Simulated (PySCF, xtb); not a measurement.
C2H9ClOSi2, SMILES CO[Si@H](Cl)[SiH2]C. The values are those of a single conformer.

Harmonic wavenumbers (cm⁻¹) from GFN2-xTB in xtb at its own minimum, in rising order: 20, 76, 80, 103, 110, 142, 161, 207, 289, 385, 418, 521, 563, 635, 685, 696, 752, 759, 797, 814, 833, 1119, 1128, 1147, 1372, 1413, 1481, 1484, 1487, 1492, 2149, 2174, 2192, 2959, 2968, 3000, 3032, 3035, 3049.

Problem. What does r2SCAN-D4/def2-SVP in PySCF give at its own minimum? (The exact figures need the calculation; the answer reports its results.)

Solution. 41, 74, 78, 97, 116, 164, 188, 234, 288, 406, 461, 531, 602, 661, 701, 769, 787, 834, 881, 884, 927, 1132, 1169, 1199, 1254, 1431, 1433, 1465, 1471, 1475, 2187, 2205, 2214, 2997, 3040, 3086, 3134, 3148, 3151. Paired by order, the mean absolute difference is 42 cm⁻¹ and the zero-point energies are 65.4 and 67.1 kcal/mol.
